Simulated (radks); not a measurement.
Numerical settings for the silicon ion Si+, [Ne] 3s2 3p1. All-electron calculation, Dirac Kohn-Sham, PBE, spin-unpolarised, spherical densities, point nucleus; open shells fill j = l - 1/2 first. Program: a radial shooting solver on a logarithmic mesh with Libxc functionals. The defaults (mesh step 0.008 in ln r, mesh end at 40 bohr or more with all orbitals vanishing there, Anderson mixing 0.5 over 9 steps, residual threshold near 1e-9 with the energy settled to 1e-9 hartree or 1e-11 of itself, here a cap of 50 iterations) give E = -289.5538 hartree and 3p1/2 at -11.676 eV in 14 iterations. Run on one thread of a shared host, so times are rough (Arm Neoverse N1): 0.09 s of CPU time, 0.09 s wall, 14 iterations on 2476 mesh points. Changes against that run (0 stands for a change within the tolerance of the run):

setting,iterations,converged,E (mhartree),e(3p1/2) (meV),CPU (s)
mesh step in ln r 0.2,50,no,-1.64e+06,-,0.11
mesh step in ln r 0.08,14,yes,+0.0862,+0.339,0.02
mesh step in ln r 0.012,14,yes,0,0,0.07
mesh end (bohr) 2,13,level above zero,+4.75e+03,+5.94e+04,0.06
mesh end (bohr) 20,14,yes,0,0,0.09
residual threshold 0.1,8,yes,0,-0.694,0.07
residual threshold 0.01,8,yes,0,-0.694,0.07
mixing 0.01,20,yes,0,0,0.13
"linear mixing, mixing 0.5",30,yes,0,0,0.15
"linear mixing, mixing 0.2",50,no,0,-0.025,0.23
mixing history 3,18,yes,0,0,0.11
iteration cap 5,5,no,+0.0285,+62.5,0.04

Settled on a wrong energy, with an occupied level pushed above zero by the early mesh end: mesh end (bohr) 2 (+4.75 hartree). Apart from these: no run marked as converged misses the energy by more than 1 mhartree. A mesh that ends early acts as a hard wall.
